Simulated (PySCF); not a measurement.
C7H15OPSi.
Geometry (PBE0-D3(BJ)/def2-SVP, Å), atoms numbered from 1 in this order:
```
atom  x, y, z in Å
C1     3.2619   -1.2009    0.2768
O2     2.0140   -1.3934    0.9233
C3     1.2244   -0.3443    0.9116
C4     1.1348    0.9098    0.5049
Si5    1.8370    2.3983   -0.3105
P6    -0.3538    0.3024    1.4669
C7    -1.6056   -0.2795    0.1541
C8    -2.4260   -1.3828    0.8226
C9    -0.9519   -0.7900   -1.1201
C10   -2.4906    0.9317   -0.1436
H11    3.8075   -2.1492    0.3468
H12    3.1123   -0.9311   -0.7812
H13    3.8354   -0.4013    0.7729
H14    3.2327    2.1362   -0.7841
H15    1.0000    2.7823   -1.4893
H16    1.8551    3.5515    0.6398
H17   -1.8082   -2.2685    1.0410
H18   -2.8694   -1.0405    1.7721
H19   -3.2525   -1.7021    0.1648
H20   -0.3014   -1.6568   -0.9227
H21   -0.3376   -0.0124   -1.5996
H22   -1.7223   -1.1051   -1.8448
H23   -2.9388    1.3439    0.7754
H24   -3.3167    0.6518   -0.8197
H25   -1.9173    1.7378   -0.6293
```

Method used: PBE0-D3(BJ)/def2-SVP geometry optimisation, gas phase in PySCF.

Masses are those of the commonest isotopes; rigid-rotor values at the optimised geometry. The values belong to one conformer with, in the numbering `[CH3:1][O:2][C:3]1=[C:4]([SiH3:5])[P:6]1[C:7]([CH3:8])([CH3:9])[CH3:10]`, C1–O2–C3–C4 0°.

**Question.** Give the principal moments of inertia and the rotational constants in cm⁻¹.

**Answer.** Ia = 409.93, Ib = 714.91, Ic = 923.29 u·Å²; 505379 MHz·u·Å²/I gives 1233, 706.9 and 547.4 MHz, that is A = 0.04112, B = 0.02358, C = 0.01826 cm⁻¹.

**Question.** Classify the top.

**Answer.** An asymmetric top; Ray's κ = -0.534.

**Question.** Is it planar, by Δ = Ic − Ia − Ib?

**Answer.** Not planar: Δ = Ic − Ia − Ib = -201.55 u·Å². For a rigid frame Δ = −2 Σ m c², so Σ m c² = 100.77 u·Å² lies off the ab plane: 21.63 from hydrogen and 79.15 from heavier atoms. The atom farthest from that plane is 2.41 Å away.

**Question.** Give the other two planar moments, Paa and Pbb, and the rms extents of the mass along the axes.

**Answer.** Paa = Σ m a² = (Ib + Ic − Ia)/2 = 614.13 and Pbb = Σ m b² = (Ia + Ic − Ib)/2 = 309.16 u·Å². With the mass M = 174.06 u, the rms extents √(P/M) along a, b and c are 1.88, 1.33, 0.76 Å.

**Question.** Where do the levels up to J = 3 lie, in MHz?

**Answer.** Above 0(0,0):
J = 1: 1(0,1) 1254, 1(1,1) 1780, 1(1,0) 1940
J = 2: 2(0,2) 3732, 2(1,2) 4129, 2(1,1) 4608, 2(2,1) 6186, 2(2,0) 6217
J = 3: 3(0,3) 7377, 3(1,3) 7635, 3(1,2) 8588, 3(2,2) 9948, 3(2,1) 10097, 3(3,1) 12995, 3(3,0) 12999
The levels of one J sum to (2J + 1)J(J + 1)(A + B + C)/3.

**Question.** Predict some low-J microwave lines.

**Answer.** The dipole components are |μa| = 1.11 D, |μb| = 0.76 D, |μc| = 1.72 D. The squared components, which scale the intensities, stand as 0.42 : 0.19 : 1.00 (a : b : c). Some lines, for components of 0.1 D or more:

| type | branch | J(Ka,Kc) | MHz | lower level (cm⁻¹) |
| --- | --- | --- | --- | --- |
| b | Q | 3(1,2) ← 3(0,3) | 1211 | 0.246 |
| a | R | 1(0,1) ← 0(0,0) | 1254 | 0.000 |
| c | R | 1(1,0) ← 0(0,0) | 1940 | 0.000 |
| b | Q | 2(2,1) ← 2(1,2) | 2056 | 0.138 |
| a | R | 3(2,1) ← 2(2,0) | 3880 | 0.207 |
| c | R | 2(2,1) ← 1(1,1) | 4405 | 0.059 |
| b | R | 4(1,4) ← 3(0,3) | 4903 | 0.246 |
| a | R | 4(2,2) ← 3(2,1) | 5251 | 0.337 |
| a | R | 4(1,3) ← 3(1,2) | 5261 | 0.286 |
| b | R | 4(2,2) ← 3(1,3) | 7713 | 0.255 |
| b | R | 4(3,1) ← 3(2,2) | 8142 | 0.332 |
| b | R | 4(4,1) ← 3(3,0) | 9260 | 0.434 |

**Question.** Estimate the classical rotational partition function at 10 K, 25 K and 500 K.

**Answer.** Point group C1, symmetry number σ = 1; q = (√π/σ)·√((kT/h)³/(ABC)), k/h = 20836.6 MHz/K: 7720 at 10 K, 30500 at 25 K, 2730000 at 500 K.

PBE0-D3(BJ)/def2-SVP frequencies: not computed here. Constants of a rigid frame at the computed geometry: no zero-point averaging, no centrifugal distortion. A rigid rotor knows nothing of internal rotation, which can split or shift real lines.
